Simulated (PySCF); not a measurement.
## Correlation energy of Nd(2+) (neodymium, charge +2)

[Xe] 4f3 6s1, one real determinant (an excited configuration). Computed with PySCF 2.14 in ANO-RCC-VTZP (8s7p5d3f2g1h, 104 functions), with scalar relativity by spin-free X2C-1e. Frozen: [Ar] 3d10; 30 electrons correlated.

MP2 pair energies summed by pair of shells (mhartree):

```tsv
pair	energy	share (%)
4d-4d	-199.15	23.5
5p-5p	-128.64	15.2
4d-5p	-112.77	13.3
4d-4f	-99.14	11.7
4f-5p	-69.98	8.3
4p-4d	-46.87	5.5
5s-5p	-36.39	4.3
4d-5s	-27.15	3.2
5p-6s	-22.10	2.6
4p-4p	-16.00	1.9
4f-5s	-14.19	1.7
4f-4f	-14.01	1.7
4p-4f	-13.77	1.6
4p-5p	-9.10	1.1
4s-4d	-8.19	1.0
5s-5s	-6.27	0.7
4p-5s	-4.72	0.6
4s-4p	-4.65	0.5
4d-6s	-4.27	0.5
4f-6s	-3.50	0.4
4s-4f	-2.29	0.3
4s-4s	-1.34	0.2
5s-6s	-1.25	0.1
4s-5p	-0.95	0.1
4s-5s	-0.41	0.0
4p-6s	-0.24	0.0
4s-6s	-0.02	0.0
```

Total MP2 correlation energy: -847.35 mhartree.

Same-spin part -307.68 and opposite-spin part -539.67 mhartree; SCS-MP2 scales them by 1/3 and 6/5 to -750.17 mhartree.

The reference is one real determinant that mixes LS terms of this configuration.
